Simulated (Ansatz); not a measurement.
Input file for `[F][Al]([Br])[Br]`:

```yaml
crystal:
  periodic: [false, false, false]
  atoms:
    - {symbol: F, position_ang: [0.011560, 0.585656, 1.653158]}
    - {symbol: Al, position_ang: [0.013604, 0.028871, 0.116754]}
    - {symbol: Br, position_ang: [1.421550, -1.599344, -0.436099]}
    - {symbol: Br, position_ang: [-1.391214, 0.924416, -1.354114]}
basis:
  gaussian: {orbitals: def2-TZVPP}
correlation: {method: ccsd_t}
output: {orbitals: {seedname: orbitals}}
```

```sh
$ ansatz run in.yaml --threads 4 --pin off --events-out ev --progress --plain --max-ram 10444MiB
```

The program prints (abridged):

```
Functional definition: HF
1119 factors; integrals over basis functions are off by at most 9.5e-4 eV
mean field evaluation 1: about -149292.3916 eV, gradient 3.2e1 eV
mean field evaluation 2: about -149292.5292 eV, gradient 3.2e1 eV
mean field evaluation 4: about -149294.5057 eV, gradient 1.6e0 eV
mean field evaluation 8: about -149294.5412 eV, gradient 2.0e-1 eV
mean field evaluation 16: about -149294.5414 eV, gradient 1.2e-6 eV
mean field -149294.54140761 eV, -5486.4732012550 hartree, gradient 1.2e-6 eV, S^2 0.000000; 0 other end points of the search recorded, 0 dependent functions left out
24 core orbitals not correlated: weight in the atoms' cores, before any rotation towards them, 1.000 or more for the frozen orbitals, at most 0.000 for the correlated occupied ones
reference -149294.54140761 eV, -5486.4732012550 hartree; 22, 22 occupied and 123, 123 virtual orbitals, 1119 factors
second order -23.46323251 eV of doubles, -0.00000000 eV of singles
cycle   1  -23.21513992 eV  change    2.5e-1 eV  update   8.9e-2
cycle   2  -23.66313477 eV  change   -4.5e-1 eV  update   2.5e-2
cycle   3  -23.74952035 eV  change   -8.6e-2 eV  update   1.3e-2
cycle   4  -23.73284058 eV  change    1.7e-2 eV  update   3.1e-3
cycle   5  -23.73096668 eV  change    1.9e-3 eV  update   1.2e-3
cycle   6  -23.73174822 eV  change   -7.8e-4 eV  update   3.4e-4
cycle   7  -23.73148936 eV  change    2.6e-4 eV  update   9.7e-5
cycle   8  -23.73144179 eV  change    4.8e-5 eV  update   2.7e-5
perturbative correction -0.77287057 eV, -0.0284024697 hartree
Total energy: -149319.04571998 eV, -5487.3737181248 hartree
```

Run time 31 s (4 threads of an Intel Xeon Platinum 8259CL on a shared host); peak host memory 1.5 GiB.

MP2 recovers 95.8 % of the CCSD(T) correlation energy and the triples give 3.2 %; T1 = 0.0083.
